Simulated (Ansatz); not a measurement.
```xyz
8

Mg   -0.9380   -0.9890   -1.0056
O    -1.0142   -0.9587    1.0014
O    -0.9688    1.0074   -1.0126
Mg   -0.9443    0.9913    1.0109
O     0.9706   -0.9844   -0.9261
Mg    0.9422   -1.0127    0.9746
Mg    1.0145    0.9652   -1.0040
O     0.9683    0.9649    1.0235
```

Basis set: 6-31G* (spherical functions). Correlated methods keep 8 orbitals frozen. Charge 0, multiplicity 1.

Computed with Ansatz (development build ahead of 0.2.0); each method stands on the lowest determinant of its kind that the runs found. Restricted open shells among the atoms or ions are ROHF, correlated in semicanonical orbitals with singles.

The atomization energy at this shape (free ground-state atoms in the same class of orbitals less the molecule, no zero-point energy) of singlet Mg₄O₄:

| method | atomization energy |
| --- | --- |
| RHF | 16.80 eV |

(1) What does RHF-MP2 give?

## Answers

(1) 28.10 eV. Caution: the shape is not the minimum.
